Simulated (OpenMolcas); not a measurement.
# Pd2+: effect of the metal basis

Pd2+ with its 8 nearest fluoride ions at 2.323 Å, on the Ca site of CaF2 (a = 5.46294 Å, distance in the model lattice 2.366 Å). The rest of the host is ab initio model potentials to 7.6 Å and point charges beyond; the distance is set by hand and nothing relaxes.

- Program: OpenMolcas
- Method: CASSCF
- Spin-orbit coupling: state interaction with AMFI integrals over the reference wave functions

Fixed: ligand basis ANO-RCC-VDZP, active space 8 electrons in 5 orbitals (4d), DKH2 Hamiltonian.

States (labels of O, the rotations of Oh). Energies in cm-1 above the lowest state or level, χT in cm3 K/mol; under a threefold ground state the first gap can be a small split of the lowest multiplet, not the spin-orbit step; 10Dq and B are least-squares fits to the states below 45000 cm-1, weighted by degeneracy, with a free offset, and given where the rms deviation is under 5 % of |10Dq| (or 100 cm-1) and under 700 cm-1; 10Dq is negative for this site.

```json
{"Run": "A", "Metal basis": "ANO-RCC-VDZP", "Ground state": "3T1", "First state of that spin": "3T2 5584", "10Dq": "-6492", "B (rms of fit)": "893 (48)", "First gap with spin-orbit (degeneracies)": "824.3 (1, 3)", "χT at 300 K": "1.603", "First state of another spin": "1T2 12906", "Cost": "roughly 19 core-seconds"}
{"Run": "B", "Metal basis": "ANO-RCC-VTZP", "Ground state": "3T1", "First state of that spin": "3T2 5376", "10Dq": "-6272", "B (rms of fit)": "910 (36)", "First gap with spin-orbit (degeneracies)": "793.3 (1, 3)", "χT at 300 K": "1.667", "First state of another spin": "1T2 13110", "Cost": "roughly 20 core-seconds"}
```

Against A, |10Dq| changes by -3.4 % in B.

Costs are those of the RASSCF and RASSI steps.

An orbital triplet at a regular site is open to Jahn-Teller coupling, which can distort the site and quench the lowest spin-orbit gaps and is left out. Without dynamic correlation the repulsion within the d shell is too large (B by tens of per cent), so at a given field states of lower spin stand too high. Real 4d8 and 5d8 ions are as a rule square planar and diamagnetic. With metal d orbitals alone the field can be off either way by tens of per cent. Ligand-to-metal charge-transfer states are missing. With no ligand orbital active B as a rule stays too high, so bands that hang on it stand too high and its fall with covalency is understated. No measured value stands beside these numbers; the geometry was set by hand and not optimised.
